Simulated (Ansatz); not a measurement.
Basis-set extrapolation for CH₃BFNO, SMILES `OC1(F)BN1` (PBE0-D4/def2-TZVP geometry, frozen core, Ansatz). Multiplicity 1, RHF reference.

```
                      def2-TZVPP   def2-QZVPP
                 HF  -293.142368  -293.155590
    MP2 correlation    -0.944420    -1.019980
CCSD(T) correlation    -0.997715      not run
```

Energies in hartree. Use E(X) = E(∞) + A·exp(−7.88·√X) for Hartree–Fock and E(X) = E(∞) + B·X^(−2.97) for correlation, with X = 3 and 4, and add CCSD(T) minus MP2 of the smaller set to the MP2 limit.

Question: What is the CCSD(T) energy at the basis-set limit?

Answer: HF limit: -293.155590 + (-0.013222) × 0.13774 = -293.15741. MP2 limit: -1.019980 + (-0.075560) × 0.74074 = -1.07595. Higher-order term: -0.997715 − (-0.944420) = -0.05329. Total: -294.28665 hartree, 3.99 eV below CCSD(T)/def2-TZVPP.
